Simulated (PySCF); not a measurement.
## Worked example: entropy of an ideal gas

In(AsH2)(H)2 (AsH₄In), SMILES [InH2][AsH2].

Geometry: r2SCAN-D4/def2-TZVP. The def2 effective core potentials stand for the cores of In; spin–orbit coupling is left out.

r2SCAN-D4/def2-TZVP (PySCF) gives the harmonic wavenumbers 159, 212, 303, 401, 556, 585, 591, 987, 1789, 1797, 2191, 2206 cm⁻¹ and the rotational temperatures 2.6415, 0.0761, 0.0750 K. The molar mass is 193.77 g/mol, the symmetry number 1, the spin multiplicity 1.

Task: Work out the entropy at 298.15 K and 1 atm in the rigid-rotor, harmonic-oscillator model.

Result: 
Translation (Sackur–Tetrode at 1 atm): S = R[1.5 ln M + 2.5 ln T − 1.16487] = 174.4 J/(mol K).
Rotation: q = (√π/σ) T^1.5/√(θA θB θC) = 74300, S = R[ln q + 3/2] = 105.7 J/(mol K).
Vibration: with u = 1.4388 ν/T, each mode gives R[u/(e^u − 1) − ln(1 − e^−u)]:
```json
[
 {"ν (cm⁻¹)": "159", "modes": "1", "u": "0.77", "S (J/(mol K))": "10.72"},
 {"ν (cm⁻¹)": "212", "modes": "1", "u": "1.02", "S (J/(mol K))": "8.48"},
 {"ν (cm⁻¹)": "303", "modes": "1", "u": "1.46", "S (J/(mol K))": "5.86"},
 {"ν (cm⁻¹)": "401", "modes": "1", "u": "1.94", "S (J/(mol K))": "4.01"},
 {"ν (cm⁻¹)": "556", "modes": "1", "u": "2.68", "S (J/(mol K))": "2.23"},
 {"ν (cm⁻¹)": "585", "modes": "1", "u": "2.82", "S (J/(mol K))": "1.99"},
 {"ν (cm⁻¹)": "591", "modes": "1", "u": "2.85", "S (J/(mol K))": "1.95"},
 {"ν (cm⁻¹)": "987", "modes": "1", "u": "4.76", "S (J/(mol K))": "0.41"},
 {"ν (cm⁻¹)": "1789", "modes": "1", "u": "8.63", "S (J/(mol K))": "0.01"},
 {"ν (cm⁻¹)": "1797", "modes": "1", "u": "8.67", "S (J/(mol K))": "0.01"}
]
```
The stiffer modes add less than 0.005 each. Sum 35.7 J/(mol K).
Spin: R ln 1 = 0.0 J/(mol K).
Total 315.8 J/(mol K); the program's own thermochemistry gives 315.8. Translation makes up 55 % and vibration 11 %. Anharmonicity, hindered rotation and orbital degeneracy are left out.
